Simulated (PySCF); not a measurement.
GeHF2Cl, SMILES [F][GeH]([F])[Cl].

Geometry optimised at B3LYP-D3(BJ)/def2-SVP.

Method: B3LYP/def2-TZVPD (PySCF).

Symmetry labels are those of the subgroup Cs that the program uses (full group Cs).

Question: List the valence orbital energies around the gap with their symmetry. (The exact figures need the calculation; the answer reports its results.)

Answer: 
```tsv
orbital	symmetry	energy (eV)
HOMO−7	A'	-13.13
HOMO−6	A'	-12.85
HOMO−5	A"	-11.89
HOMO−4	A'	-11.72
HOMO−3	A"	-11.65
HOMO−2	A'	-10.75
HOMO−1	A"	-9.80
HOMO	A'	-9.74
LUMO	A'	-1.57
LUMO+1	A"	-0.51
LUMO+2	A'	-0.30
LUMO+3	A'	0.12
```
